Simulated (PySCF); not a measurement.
H$_{5}$B$_{3}$N$_{3}$, doublet, geometry from GFN2-xTB; MP2/6-31G** (PySCF).

PySCF was given this input:
```python
from pyscf import gto, scf, mp

mol = gto.M(
    atom='''
B    -0.910625    1.131495    0.290768
N    -1.376959   -0.125734    0.016191
B    -0.697194   -1.278310   -0.271863
N     0.738839   -1.115496   -0.281443
B     1.357802    0.123985   -0.015966
N     0.530975    1.231447    0.266511
H    -1.573257    2.068270    0.528503
H    -1.184589   -2.320098   -0.496074
H     1.295052   -1.931439   -0.487825
H     2.528002    0.230840   -0.029726
H     0.934891    2.135062    0.461604
''',
    basis='6-31g**',
    charge=0,
    spin=1,
    verbose=4,
)

mf = scf.UHF(mol)
mf.kernel()

pt = mp.MP2(mf)
pt.kernel()
print('E(MP2) = %.10f' % pt.e_tot)
```

What the program printed (banner, timings and long lists left out):

```
PySCF version 2.14.0

[INPUT] verbose = 4
[INPUT] num. atoms = 11
[INPUT] num. electrons = 41
[INPUT] charge = 0
[INPUT] spin (= nelec alpha-beta = 2S) = 1
[INPUT] symmetry False subgroup None
[INPUT] Mole.unit = angstrom
[INPUT] Symbol           X                Y                Z      unit          X                Y                Z       unit  Magmom
[INPUT]  1 B     -0.910625000000   1.131495000000   0.290768000000 AA   -1.720831852182   2.138215661315   0.549471885788 Bohr   0.0
[INPUT]  2 N     -1.376959000000  -0.125734000000   0.016191000000 AA   -2.602075394755  -0.237602824546   0.030596555683 Bohr   0.0
[INPUT]  3 B     -0.697194000000  -1.278310000000  -0.271863000000 AA   -1.317505715690  -2.415655802293  -0.513746613403 Bohr   0.0
[INPUT]  4 N      0.738839000000  -1.115496000000  -0.281443000000 AA    1.396203360148  -2.107981933048  -0.531850189676 Bohr   0.0
[INPUT]  5 B      1.357802000000   0.123985000000  -0.015966000000 AA    2.565873911387   0.234297693554  -0.030171367305 Bohr   0.0
[INPUT]  6 N      0.530975000000   1.231447000000   0.266511000000 AA    1.003397328991   2.327097566917   0.503632799184 Bohr   0.0
[INPUT]  7 H     -1.573257000000   2.068270000000   0.528503000000 AA   -2.973024853555   3.908463851654   0.998725926011 Bohr   0.0
[INPUT]  8 H     -1.184589000000  -2.320098000000  -0.496074000000 AA   -2.238548780172  -4.384349802151  -0.937443997517 Bohr   0.0
[INPUT]  9 H      1.295052000000  -1.931439000000  -0.487825000000 AA    2.447293597070  -3.649890736304  -0.921855646716 Bohr   0.0
[INPUT] 10 H      2.528002000000   0.230840000000  -0.029726000000 AA    4.777231422353   0.436224378595  -0.056173998779 Bohr   0.0
[INPUT] 11 H      0.934891000000   2.135062000000   0.461604000000 AA    1.766687946321   4.034682438966   0.872305138004 Bohr   0.0

nuclear repulsion = 190.942518043071
number of shells = 51
number of NR pGTOs = 197
number of NR cGTOs = 109
basis = 6-31g**
ecp = {}

******** <class 'pyscf.scf.uhf.UHF'> ********
method = UHF
initial guess = minao
damping factor = 0
level_shift factor = 0
DIIS = <class 'pyscf.scf.diis.CDIIS'>
diis_start_cycle = 1
diis_space = 8
diis_damp = 0
SCF conv_tol = 1e-09
SCF conv_tol_grad = None
SCF max_cycles = 50
direct_scf = True
direct_scf_tol = 1e-13
number electrons alpha = 21  beta = 20
Set gradient conv threshold to 3.16228e-05
init E= -241.858014933848

cycle= 1 E= -240.372203786465  delta_E= 1.49  |g|= 0.339  |ddm|= 2.19
cycle= 2 E= -240.476474758804  delta_E= -0.104  |g|= 0.157  |ddm|= 0.425
cycle= 3 E= -240.497110116338  delta_E= -0.0206  |g|= 0.0662  |ddm|=  0.2
cycle= 4 E= -240.503266400621  delta_E= -0.00616  |g|= 0.0228  |ddm|= 0.099
cycle= 5 E= -240.504329360128  delta_E= -0.00106  |g|= 0.00982  |ddm|= 0.0459
cycle= 6 E= -240.504478948069  delta_E= -0.00015  |g|= 0.00474  |ddm|= 0.017
cycle= 7 E= -240.504511657074  delta_E= -3.27e-05  |g|= 0.00182  |ddm|= 0.00916
cycle= 8 E= -240.504517795821  delta_E= -6.14e-06  |g|= 0.000684  |ddm|= 0.00384
cycle= 9 E= -240.504518868901  delta_E= -1.07e-06  |g|= 0.000303  |ddm|= 0.00156
cycle= 10 E= -240.50451907083  delta_E= -2.02e-07  |g|= 0.000127  |ddm|= 0.000713
cycle= 11 E= -240.504519105071  delta_E= -3.42e-08  |g|= 4.15e-05  |ddm|= 0.000334
cycle= 12 E= -240.504519108631  delta_E= -3.56e-09  |g|= 1.53e-05  |ddm|= 0.000107
cycle= 13 E= -240.504519109233  delta_E= -6.03e-10  |g|= 7e-06  |ddm|= 4.27e-05
Extra cycle  E= -240.504519109314  delta_E= -8.03e-11  |g|= 4.99e-06  |ddm|= 9.51e-06
converged SCF energy = -240.504519109314  <S^2> = 0.76215129  2S+1 = 2.0121146

******** <class 'pyscf.mp.ump2.UMP2'> ********
nocc = (np.int64(21), np.int64(20)), nmo = (109, 109)
E(UMP2) = -241.212514082849  E_corr = -0.707994973535043
E(SCS-UMP2) = -241.199864487238  E_corr = -0.695345377923827
E_corr(same-spin) = -0.177979142674874
E_corr(oppo-spin) = -0.530015830860169
E(MP2) = -241.2125140828
```
